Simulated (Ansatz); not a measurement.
Z-matrix (Å, degrees):
```
Zr
O 1 1.902
S 1 2.460 2 111.2
O 1 1.902 2 116.5 3 119.1
S 1 2.460 2 104.1 3 -118.0
H 2 0.953 1 168.6 3 -87.5
H 3 1.347 1 91.7 2 -52.7
H 4 0.953 1 168.8 2 31.4
H 5 1.347 1 91.7 2 -179.3
```

Charge 0, multiplicity 1. Zr takes the def2 core potential.

**Question.** List the PBE0/def2-TZVPP orbital energies in eV (Ansatz). (Best estimate.)

**Answer.** Computed: Occupied: -2421.81, -2421.81, -523.05, -523.05, -217.18, -217.18, -161.01, -161.01, -160.89, -160.89, -160.86, -160.86, -59.31, -36.13, -35.68, -35.42, -27.49, -27.18, -19.57, -19.45, -14.79, -14.33, -11.23, -11.07, -10.37, -10.18, -10.08, -9.87, -8.44, -8.17, -7.72, -7.09. Lowest empty: -1.13, -0.85, -0.45, -0.41, -0.08, 0.15, 0.51, 0.60.
